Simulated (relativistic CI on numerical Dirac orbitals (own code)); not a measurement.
**K5+: calculation against measurement**

Computed by Dirac-Coulomb-Breit CI, KLI orbitals optimised for each configuration, model QED (radiative potential, 1s self-energy scaled to tabulated hydrogen-like ionisation energies), valence Slater integrals scaled by 0.9, configuration energies shifted to the measured levels that pair with them (semi-empirical) (own radial code, finite nucleus).

Configurations in the expansion (outside the closed core [Ne]): 3s²3p², 3s3p³, 3s²3p3d, 3s²3p4s, 3p⁴, 3s²3d², 3s3p²3d, 3p²3d², 3p³3d, 3s²3p4p, 3s3p3d², 3s²3p4d, 3s²3p4f, 3s3p²4s, 3s²3p5s, 3s²3p5p, 3s3p²4p, 3s²3p5d, 3s²3p5f, 3s²3d4s, 3s²3p5g, 3s3p²4d, 3s3p²4f, 3s²3d4p, 3s3p²5s, 3p³4s, 3s3p²5p, 3s3p²5d, 3s3p3d4s, 3p³4p. Levels of other configurations are missing.

```
Configuration  Term (tabulated)  J  Measured (cm⁻¹)  Computed  Error  Purity (%)
       3s²3p²                3P  0              0.0         0      0          96
       3s²3p²                3P  1           1132.5      1119    -13          96
       3s²3p²                3P  2           2927.2      2899    -28          96
       3s²3p²                1D  2          18977.8     19332    355          95
       3s²3p²                1S  0          43358.8     43335    -24          94
        3s3p³               3D°  1         140741.3    141245    504          86
        3s3p³               3D°  2         140795.4    141296    501          86
        3s3p³               3D°  3         140995.7    141498    503          86
        3s3p³               3P°  0         163421.3    162904   -517          87
        3s3p³               3P°  1         163435.0    162921   -514          86
        3s3p³               3P°  2         163438.0    162929   -509          85
        3s3p³               3S°  1         218317.3    217725   -593          90
        3s3p³               1P°  1         223840.1    224398    558          81
      3s²3p3d               3P°  2         252327.0    252104   -223          77
      3s²3p3d               3P°  1         253503.0    253243   -260          83
      3s²3p3d               3P°  0         254037.0    253773   -264          85
      3s²3p3d               3D°  1         260069.0    260324    255          83
      3s²3p3d               3D°  2         260503.0    260742    239          83
      3s²3p3d               3D°  3         260786.0    261020    234          85
      3s²3p3d               1F°  3         285687.0    286709   1022          96
      3s²3p3d               1P°  1         293723.0    293481   -242          84
      3s²3p4s               3P°  0         387423.0    387420     -3          96
      3s²3p4s               3P°  1         388116.0    388120      4          91
      3s²3p4s               3P°  2         390496.0    390455    -41          96
      3s²3p4s               1P°  1         394420.0    394977    557          91
```

Measured levels from Sansonetti, J. Phys. Chem. Ref. Data 37, 7 (2008); pairs were made by configuration, J and term (by order where the table uses no LS term), so strongly mixed levels may be paired wrongly.

Mean error by configuration (cm⁻¹): 3s²3p² 72; 3s3p³ -8; 3s²3p3d 95; 3s²3p4s 129. Over the excited levels the mean absolute error is 332 cm⁻¹ (24 of the 25 excited levels that our extract of the source holds in range could be paired, and the others can miss by more), and the median relative error of those above 1,000 cm⁻¹ is 0.2 %, both after the shifts were fitted to these levels, so that a configuration with one level shows no error.

Configurations whose levels could be paired with our table of measured levels were shifted onto them, all but the ground configuration, by the median error of their levels; single terms can still be off by 1,000 to 2,000 cm⁻¹ or more, and rates follow the energies as ν³ (E1, M1) or ν⁵ (E2). The others borrow a shift and can be off by several thousand cm⁻¹ or more. 24 of the 25 excited levels that our extract of the measured tables holds in this range could be paired (the sources list more); they are missed by 332 cm⁻¹ on average and 1022 at most, after the shifts were fitted to these levels, and levels without a partner can miss by more.

Shifts applied (cm⁻¹): 3s²3p² 0; 3s3p³ -1561; 3s²3p3d -4700; 3s²3p4s -3879.
